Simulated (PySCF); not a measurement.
**Worked example: oscillator strength and radiative lifetime**

C2H6FGaO, SMILES [Ga]([CH3])([O]C)[F].

Geometry optimised at B3LYP-D3(BJ)/def2-SVP. The structure was generated by enumeration; whether it is a known compound was not checked. Other conformers were not sampled.

TDA-PBE0/def2-SVPD in PySCF puts the first singlet state with f over 0.02 at 6.29 eV (vertical), with the transition dipole (-0.392, 0.059, 0.000) in atomic units.

Problem. Find the oscillator strength, the wavelength and the radiative lifetime that this transition would have in vacuum if emission retraced absorption.

Solution. 
|μ|² = 0.1571 au, so |μ| = 1.01 D. ΔE = 6.29/27.211 = 0.2312 hartree. f = (2/3) ΔE |μ|² = 0.024 (the program prints 0.024).
λ = 1239.84/6.29 = 197 nm; ν = 50732 cm⁻¹.
Einstein's coefficient A = 0.6670 ν² f s⁻¹ (ν in cm⁻¹) = 4.2e7 s⁻¹, so τ = 1/A = 24 ns. This state is S2; the lower singlet has f = 0.011. The figure is the radiative limit of this one transition; relaxation, internal conversion, crossing to triplets and a medium change what is measured.
